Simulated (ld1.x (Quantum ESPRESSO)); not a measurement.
## Tb (Z = 65), TM: configuration errors across variants

* Element: terbium (Tb)
* Generator: ld1.x (Quantum ESPRESSO) 7.5
* Type: norm-conserving Troullier–Martins (Kleinman–Bylander form)
* Functional: PBEsol
* Relativity: scalar-relativistic
* Frozen core: [Kr] 4d10 5s2
* Valence charge: 17
* Reference configuration: 4f9 5p6 5d1 6s1 6p0
* Partial waves: 6s (bound): rc 3.95 bohr; 5p (bound): rc 1.90 bohr; 4f (bound): rc 1.35 bohr; 5d (bound): rc 3.15 bohr
* Local potential: the d channel
* Core correction: Bessel-smoothed model core inside 0.75 bohr

All-electron excitation energies from the reference (eV): (1) 4f9 5p6 5d0 6s2 6p0 -2.478; (2) 4f9 5p6 5d0 6s1 6p0 3.700; (3) 4f9 5p6 5d0 6s0 6p0 15.114; (4) 4f10 5p6 5d0 6s0 6p0 5.376; (5) 4f9 5p6 5d0 6s0 6p1 7.062; (6) 4f8 5p6 5d1 6s2 6p0 1.641; (7) 4f9 5p6 5d0.5 6s1.5 6p0 -1.255.

A true bound ghost makes a file unfit for plane-wave use even where its test errors are small: the radial tests pick states by their node count and pass the ghost by.

Errors AE − PS in meV (a dash: test not solved or not reliable):

| change | (1) | (2) | (3) | (4) | (5) | (6) | (7) | bound ghosts |
| --- | --- | --- | --- | --- | --- | --- | --- | --- |
| base | -0.3 | -1.2 | -24 | -220 | +13 | -306 | +0.6 | s |
| wave 5p (bound): rc 1.90 bohr becomes 5p (bound): rc 1.22 bohr | -0.2 | -0.9 | -23 | -229 | +5.7 | -329 | +0.6 | s |
| wave 5p (bound): rc 1.90 bohr becomes 5p (bound): rc 1.66 bohr | -0.2 | -0.9 | -23 | -231 | +5.9 | -333 | +0.5 | s |
| wave 5p (bound): rc 1.90 bohr becomes 5p (bound): rc 1.92 bohr | -0.3 | -1.2 | -24 | -220 | +13 | -306 | +0.6 | s |
| wave 5p (bound): rc 1.90 bohr becomes 5p (bound): rc 2.52 bohr | -0.4 | -1.6 | -25 | -198 | +34 | -255 | +0.5 | s |
| wave 5p (bound): rc 1.90 bohr becomes 5p (bound): rc 2.80 bohr | -0.4 | -1.6 | -25 | -196 | +38 | -250 | +0.5 | s |

Q: Give the same row for: wave 5p (bound): rc 1.90 bohr becomes 5p (bound): rc 2.28 bohr.

A: -0.4, -1.5, -25, -204, +26, -270, +0.6; bound ghosts: s.
